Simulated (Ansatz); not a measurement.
Relaxation of C$_{3}$H$_{7}$AlSi (12 atoms, charge 0, multiplicity 1), to a largest force component of 0.015 eV/Å in at most 40 steps.

The calculation used Ansatz, RKS PBE0/STO-3G.

```xyz
12
Properties=species:S:1:pos:R:3:forces:R:3
C -0.235 2.281 1.061 0.06 3.31 1.81
C -0.382 1.294 0.427 -0.40 -2.07 -1.52
C -0.528 0.051 -0.343 2.11 -1.14 2.12
Al -0.883 -1.435 0.902 -1.15 -0.60 1.41
Si 1.128 -0.333 -1.197 0.38 0.73 0.67
H -0.200 3.245 1.593 0.14 -1.08 -0.44
H -1.267 0.156 -1.088 -1.47 0.12 -1.28
H -1.097 -2.907 0.324 0.40 1.72 0.59
H -1.126 -1.148 2.510 0.57 -0.44 -2.62
H 1.005 -1.575 -1.920 0.12 0.00 -0.11
H 2.181 -0.465 -0.154 -0.73 0.00 -0.80
H 1.480 0.781 -2.080 -0.01 -0.56 0.18
```

Problem. Where does it end, and by what steps?

Solution. The forces met the threshold. Limits of this set-up: minimal basis. After 34 steps the energy has fallen by 0.575 eV; H8 moved furthest, 1.82 Å.

```json
{"step": "0", "energy less start (eV)": "0.0000", "largest force component (eV/Å)": "3.310", "accepted": "yes"}
{"step": "2", "energy less start (eV)": "-0.5319", "largest force component (eV/Å)": "0.351", "accepted": "yes"}
{"step": "4", "energy less start (eV)": "-0.5452", "largest force component (eV/Å)": "0.134", "accepted": "yes"}
{"step": "6", "energy less start (eV)": "-0.5386", "largest force component (eV/Å)": "1.331", "accepted": "no"}
{"step": "8", "energy less start (eV)": "-0.5526", "largest force component (eV/Å)": "0.059", "accepted": "yes"}
{"step": "10", "energy less start (eV)": "-0.5548", "largest force component (eV/Å)": "0.149", "accepted": "yes"}
{"step": "12", "energy less start (eV)": "-0.5541", "largest force component (eV/Å)": "0.776", "accepted": "no"}
{"step": "14", "energy less start (eV)": "-0.5604", "largest force component (eV/Å)": "0.075", "accepted": "yes"}
{"step": "16", "energy less start (eV)": "-0.5623", "largest force component (eV/Å)": "0.072", "accepted": "yes"}
{"step": "18", "energy less start (eV)": "-0.5645", "largest force component (eV/Å)": "0.139", "accepted": "yes"}
{"step": "20", "energy less start (eV)": "-0.5678", "largest force component (eV/Å)": "0.063", "accepted": "yes"}
{"step": "22", "energy less start (eV)": "-0.5691", "largest force component (eV/Å)": "0.082", "accepted": "yes"}
{"step": "24", "energy less start (eV)": "-0.5641", "largest force component (eV/Å)": "0.462", "accepted": "no"}
{"step": "26", "energy less start (eV)": "-0.5730", "largest force component (eV/Å)": "0.077", "accepted": "yes"}
{"step": "28", "energy less start (eV)": "-0.5740", "largest force component (eV/Å)": "0.091", "accepted": "yes"}
{"step": "30", "energy less start (eV)": "-0.5750", "largest force component (eV/Å)": "0.040", "accepted": "yes"}
{"step": "32", "energy less start (eV)": "-0.5752", "largest force component (eV/Å)": "0.032", "accepted": "yes"}
{"step": "34", "energy less start (eV)": "-0.5753", "largest force component (eV/Å)": "0.014", "accepted": "yes"}
```

```xyz
12
Properties=species:S:1:pos:R:3
C -0.579 2.177 1.033
C -0.495 1.195 0.344
C -0.404 -0.063 -0.419
Al -0.959 -1.329 0.917
Si 1.317 -0.312 -1.130
H -0.653 3.064 1.637
H -1.130 -0.022 -1.244
H -2.387 -1.782 0.935
H 0.047 -1.797 1.922
H 1.370 -1.595 -1.793
H 2.300 -0.304 -0.075
H 1.650 0.712 -2.092
```

Whether the end is a true minimum wasn't checked by a vibrational analysis.

Time of the run: 98 s on 1 thread of Arm Neoverse V1 (shared host), peak memory 0.12 GiB.
